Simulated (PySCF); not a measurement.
## Two-dimensional NMR puzzle

Compound of formula C₆H₅F₅. Correlations simulated from computed shifts and the bond graph:

HSQC (one-bond C–H):
| δH | δC |
| --- | --- |
| 7.60 | 152.8 |
| 3.56 | 42.1 |
| 1.68 | 17.1 |

COSY cross peaks (H two or three bonds apart, from the bond graph; peaks can be absent where the dihedral angle is near 90°):
| δH | δH |
| --- | --- |
| 3.56 | 1.68 |

HMBC (two and three bonds, from the bond graph):
| δH | δC |
| --- | --- |
| 7.60 | 160.4, 42.1 |
| 3.56 | 166.9, 160.4, 152.8, 141.0, 17.1 |
| 1.68 | 160.4, 141.0, 42.1 |

Carbons without hydrogens: δ 166.9, 160.4, 141.0.

Calculated, not measured (PySCF): GIAO PBE0/pcSseg-1 shieldings, coordinates at the GFN2-xTB level. Non-relativistic Hamiltonian, fast rotation and ring inversion assumed for equivalent nuclei, one computed conformer, in vacuum.

References, each an isolated molecule treated in the same way: TMS for 1H and 13C.

Exchangeable hydrogens are left out of these lists.

Problem. Which molecule is this?

Solution. `C[C@@H](C(F)=C(F)F)/C(F)=C\F`.

Atoms are numbered as in `[CH3:1][C@@H:2]([C:3]([F:4])=[C:5]([F:6])[F:7])/[C:8]([F:9])=[CH:10]\[F:11]`. Hydrogens are named by the atom that carries them.

δC 166.9 is C5, a fully substituted alkene carbon. δC 160.4 is C8, a fully substituted alkene carbon. δC 152.8 is C10, an alkene CH (δH 7.60). δC 141.0 is C3, a fully substituted alkene carbon. δC 42.1 is C2, an allylic sp3 CH (δH 3.56). δC 17.1 is C1, a methyl carbon (δH 1.68). HMBC from δH 7.60 reaches the proton-free carbon C8. HMBC from δH 3.56 reaches the proton-free carbons C5, C8, C3. HMBC from δH 1.68 reaches the proton-free carbons C8, C3. COSY links 3.56–1.68.

The data come from this structure; uniqueness wasn't tested.

Shifts are as computed. Against solution values, carbons near 30 ppm lie about +3 ppm off and those near 130 ppm about +5 ppm. Of 1211 compounds with measured shifts, 218 miss one by over three times the rms of a fit or turn the order of signals round; such compounds aren't used in these exercises.
